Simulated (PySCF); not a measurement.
Geometry (Å), atoms numbered from 1 in this order:
```xyz
23

C     2.8743    0.3621    0.6817
C     1.9643   -0.4344   -0.2385
P     0.4210   -0.9876    0.5828
S     0.7199   -2.0613    2.1897
C    -0.4848   -1.8685   -0.7457
C    -1.8408   -2.3864   -0.2954
C    -0.5441    0.5327    0.9335
C    -0.8578    1.4393   -0.2453
H     3.0450   -0.1933    1.6163
H     2.4370    1.3381    0.9432
H     3.8476    0.5510    0.2048
H     1.6971    0.1286   -1.1491
H     2.4569   -1.3652   -0.5645
H    -0.5642   -1.2008   -1.6205
H     0.1766   -2.7030   -1.0311
H    -2.5417   -1.5638   -0.0843
H    -2.2968   -3.0205   -1.0701
H    -1.7316   -2.9811    0.6240
H     0.0298    1.0558    1.7154
H    -1.4585    0.1748    1.4334
H    -1.4187    2.3256    0.0882
H     0.0557    1.8008   -0.7422
H    -1.4739    0.9311   -1.0028
```

Geometry: PBE0-D3(BJ)/def2-SVP; GIAO shifts from PySCF, gas phase, non-relativistic, averaged over equivalent atoms.

At WP04/pcSseg-1 (225 basis functions, 63 s wall time on 1 thread of an Intel Xeon Platinum 8259CL, shared host):
```tsv
atoms	δ (ppm)
C2/C5/C7	27.9
C1/C6/C8	10.5
P3	56.5
S4	-257.2
H12/H13/H14/H15/H19/H20	1.38
H9/H10/H11/H16/H17/H18/H21/H22/H23	1.09
```

Chemical shifts δ = σref − σ; ¹³C (172.44 ppm), ¹H (31.56 ppm) vs TMS; ³¹P (299.29 ppm) vs H3PO4; ³³S (462.27 ppm) against CS2, all at this level.

Question: Estimate the result of repeating the calculation with PBE0/6-311+G(2d,p).

Answer: 
| atoms | δ at PBE0/6-311+G(2d,p) | change |
| --- | --- | --- |
| C2/C5/C7 | 26.3 | -1.6 |
| C1/C6/C8 | 6.9 | -3.6 |
| P3 | 33.4 | -23.1 |
| S4 | -253.8 | +3.4 |
| H12/H13/H14/H15/H19/H20 | 1.57 | +0.19 |
| H9/H10/H11/H16/H17/H18/H21/H22/H23 | 1.06 | -0.03 |

References, each an isolated molecule treated in the same way: TMS for ¹³C (σ = 186.44 ppm), ¹H (σ = 31.51 ppm); ³¹P (σ = 297.00 ppm) against H3PO4; ³³S (σ = 507.15 ppm) vs CS2.

The largest change is at P3 (phosphorus bonded to 3 C, S). Cost: 322 basis functions, 120 s wall time on 1 thread of an Intel Xeon Platinum 8259CL, shared host.

Experimental scales use liquid or dissolved standards, which lie at an offset from isolated H3PO4.
